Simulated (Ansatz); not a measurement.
Consider the substitution at a C–C bond: `C[CH](C)[InH][CH](C)C` + `N=C(F)F` → `CN=C(F)F` + `C[CH2][InH][CH](C)C`.

Calculated with Ansatz (gas phase, PBE0-D4/def2-TZVP geometries, no zero-point term in ΔE). CCSD(T)/CBS is the MP2 limit (def2-TZVPP, def2-QZVPP) plus CCSD(T) − MP2 in def2-TZVPP, frozen cores. Functionals use def2-TZVPP. Elements past krypton have def2 core potentials. For In outer-core shells are correlated without core-valence functions, which leaves a few kJ/mol of doubt a bond. One conformer a species, not always the lowest.

```json
{"level": "LDA (SPW92)", "ΔE (kJ/mol)": "15.5"}
{"level": "BHLYP-D4", "ΔE (kJ/mol)": "16.0"}
{"level": "CAM-B3LYP-D4", "ΔE (kJ/mol)": "14.3"}
{"level": "r2SCAN", "ΔE (kJ/mol)": "17.8"}
{"level": "PBE0", "ΔE (kJ/mol)": "15.4"}
{"level": "r2SCAN0", "ΔE (kJ/mol)": "17.6"}
{"level": "SCS-MP2/def2-TZVPP", "ΔE (kJ/mol)": "21.7"}
{"level": "HF/def2-QZVPP", "ΔE (kJ/mol)": "10.4"}
```

**Question.** What does CCSD(T)/CBS give? (Best estimate.)

**Answer.** Computed: +23.4 kJ/mol. The listed levels differ from it by -7.9, -7.4, -9.1, -5.6, -8.0, -5.8, -1.7, -13.0 kJ/mol.

Largest T1 diagnostic among the species: 0.013.

The D4 term adds +4.9 kJ/mol with B3LYP and +2.8 kJ/mol with PBE0; it sums over pairs of atoms, weighted by their polarisabilities, and B3LYP, whose exchange is more repulsive, gets the larger term. At CCSD(T), def2-SVP lies −3.2 kJ/mol from the extrapolated value and def2-TZVPP −1.2 kJ/mol. In def2-TZVPP, CCSD(T) changes the Hartree–Fock value by +11.6 kJ/mol (the triples alone add +1.3 kJ/mol) and MP2 by +14.9 kJ/mol.

B3LYP here is the variant with VWN-RPA as its local correlation; programs differ in this.
